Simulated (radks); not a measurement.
Results of a calculation; reference values are marked as such.
Mean orbital radii <r> (bohr) of the iodine ion I3+, [Kr] 4d10 5s2 5p2, at several levels of relativity; Dirac values are averaged over j with weights 2j + 1. Spin-unpolarised spherical Kohn-Sham, PBE, point nucleus unless stated (finite: rms radius 4.75 fm), a radial shooting solver on a logarithmic mesh with Libxc functionals. A level marked "c x" has the speed of light scaled by that factor and shares open shells by 2j + 1; other Dirac levels either fill j = l - 1/2 first or share by 2j + 1.

shell       non-rel.  scalar-rel., finite nucleus  Dirac, low j first  Dirac, 2j+1 shares, finite nucleus  change of magnitude, last against first (%)
2s            0.1235                       0.1172              0.1167                              0.1168                                        -5.44
2p            0.1051                       0.1025              0.1023                              0.1023                                        -2.75
3s            0.3279                       0.3141              0.3137                              0.3138                                        -4.30
3p            0.3183                       0.3121              0.3117                              0.3117                                        -2.07
3d            0.2889                       0.2886              0.2886                              0.2886                                        -0.08
4s            0.7694                       0.7396              0.7396                              0.7396                                        -3.87
4p            0.8038                       0.7911              0.7908                              0.7907                                        -1.62
4d            0.9094                       0.9156              0.9164                              0.9159                                        +0.71
5s             1.896                        1.829               1.832                               1.830                                        -3.49
5p             2.135                        2.113               2.117                               2.113                                        -1.04
6s (empty)     4.004                        3.908               3.916                               3.909                                        -2.37
4f (empty)     2.326                        2.529               2.568                               2.527                                        +8.65
